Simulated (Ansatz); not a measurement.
Born–Oppenheimer molecular dynamics of CH$_{7}$NO$_{3}$Si (13 atoms, charge 0, multiplicity 1). It starts from a relaxed structure.

Level of theory: Ansatz 0.2.0, RKS B3LYP/6-31G*.

* ensemble: NVT, Langevin thermostat
* time step: 0.5 fs
* steps asked: 208
* set temperature: 500 K
* friction: 0.001 /fs
* seed: 788162

First frame:

```xyz
13
Properties=species:S:1:pos:R:3
Si -0.191 -0.121 -0.069
O -0.006 -0.513 1.533
C -1.017 -0.284 2.507
H -1.831 -1.016 2.414
H -0.566 -0.392 3.499
H -1.437 0.724 2.411
O 1.364 -0.174 -0.635
H 1.997 -0.481 0.030
N -0.899 1.412 -0.342
H -1.754 1.460 -0.881
H -0.295 2.201 -0.533
O -1.221 -1.185 -0.813
H -1.084 -2.114 -0.579
```

**Question.** How far do the bonds stretch over the last three quarters of this one trajectory? (Pairs bonded in most of those frames.)

**Answer.** 
| bond | mean (Å) | spread (Å) | shortest | longest |
| --- | --- | --- | --- | --- |
| Si1–O2 | 1.659 | 0.026 | 1.63 | 1.71 |
| Si1–O7 | 1.658 | 0.016 | 1.63 | 1.69 |
| Si1–N9 | 1.713 | 0.018 | 1.68 | 1.75 |
| Si1–O12 | 1.659 | 0.015 | 1.64 | 1.68 |
| O2–C3 | 1.421 | 0.018 | 1.39 | 1.46 |
| C3–H4 | 1.100 | 0.029 | 1.05 | 1.15 |
| C3–H5 | 1.098 | 0.028 | 1.05 | 1.14 |
| C3–H6 | 1.105 | 0.046 | 1.03 | 1.18 |
| O7–H8 | 0.981 | 0.059 | 0.89 | 1.06 |
| N9–H10 | 1.014 | 0.011 | 1.00 | 1.04 |
| N9–H11 | 1.015 | 0.024 | 0.97 | 1.06 |
| O12–H13 | 0.972 | 0.032 | 0.92 | 1.02 |

Mean temperature of the second half: 263 K. The mean temperature of the second half is 47 % below the set value. A run of 0.1 ps of so small a system gives no equilibrium averages.

Run time: 7.3 min on 4 threads of Arm Neoverse V1, with other jobs on the host, peak memory 0.26 GiB.
